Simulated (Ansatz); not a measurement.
`[CH3][Ge][F]` + ethane → `C[CH2][Ge][F]` + CH₄  (formal exchange of groups at a Ge–C bond)

Program: Ansatz. Geometries: PBE0-D4/def2-TZVP. ΔE: electronic, gas phase. CCSD(T)/CBS is the MP2 limit (def2-TZVPP, def2-QZVPP) plus CCSD(T) − MP2 in def2-TZVPP, frozen cores. This one scheme is used for every species. Functionals use def2-TZVPP. For Ge outer-core shells are correlated without core-valence functions, which leaves a few kJ/mol of doubt a bond. Scalar relativity is left out up to krypton. One conformer a species, not always the lowest.

```
      level  ΔE (kcal/mol)
LDA (SPW92)            0.3
     PBE-D4            0.4
    BLYP-D4            0.1
      BHLYP            1.7
```

What does CCSD(T)/CBS give? (Estimate.)

The calculation gave: +0.4 kcal/mol. The listed levels differ from it by -0.1, 0.0, -0.3, 1.3 kcal/mol.

What do rigid-rotor, harmonic-oscillator terms from PBE0-D4/def2-TZVP frequencies (298.15 K, 1 bar) make of the CCSD(T)/CBS value? (An estimate is asked.)

The calculation gave: ΔZPE = -0.5 kcal/mol, ΔH = +0.3 kcal/mol, ΔS = -5 J/(mol·K), ΔG = +0.7 kcal/mol. Modes under 50 cm⁻¹ make the entropy rough.

Largest T1 diagnostic among the species: 0.013.

In def2-TZVPP, CCSD(T) changes the Hartree–Fock value by −1.8 kcal/mol (the triples alone add −0.4 kcal/mol) and MP2 by −2.1 kcal/mol. Leaving LDA and LC-ωPBE aside and taking each functional with its dispersion term where it has one, the values, not all of them listed here, spread over 1.0 kcal/mol, from BLYP-D4 to B2PLYP. LDA lies −0.8 kcal/mol from PBE without D4. The D4 term adds −1.1 kcal/mol with B3LYP and −0.6 kcal/mol with PBE0; it sums over pairs of atoms, weighted by their polarisabilities, and B3LYP, whose exchange is more repulsive, gets the larger term.

B3LYP here is the variant with VWN-RPA as its local correlation; programs differ in this.
